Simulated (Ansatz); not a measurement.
Torsion H4–O1–Si2–I3 in HIOSi (SMILES O[Si]I); at each angle all else is relaxed with GFN2-xTB, and the levels are single points there.
Geometry at 0° (charge 0, multiplicity 1):
```xyz
4

O     -1.0528     0.1114     0.2177
Si     0.2193     1.0341    -0.1072
I      1.2928    -0.1735    -2.0366
H     -1.3691    -0.6979    -0.1847
```
Energies count from the point at 0°.

Frozen-core correlation. Filled d and f shells under p-block atoms count as core. CBS(a, b) extrapolates the correlation energy as X⁻³ and adds the Hartree–Fock energy of set b.

The values were computed with Ansatz (Gaussian basis) for Hartree–Fock, density functionals and correlated methods. Each number belongs to the level named beside it. In def2 rows elements past Kr take small-core potentials, without spin–orbit coupling.

Energies in meV.

```
dihedral (°)  HF/def2-TZVPP  wB97M-V/def2-TZVPP  CCSD/def2-TZVPP  CCSD(T)/CBS(def2-TZVPP, def2-QZVPP)
------------  -------------  ------------------  ---------------  -----------------------------------
0                       0.0                 0.0              0.0                                  0.0
30                     59.1                60.7             61.0                                 60.0
60                    190.3               195.1            198.0                                192.9
90                    288.0               291.3            301.8                                290.2
120                   290.8               291.2            294.6                                285.7
150                   199.5               191.4            184.3                                183.4
180                   144.2               131.7            121.4                                124.0
210                   199.5               191.4            184.3                                183.4
240                   290.8               291.2            294.6                                285.7
270                   288.0               291.3            301.8                                290.2
300                   190.3               195.1            198.0                                192.9
330                    59.1                60.7             61.0                                 60.0
```

Ansatz is an electronic-structure program.
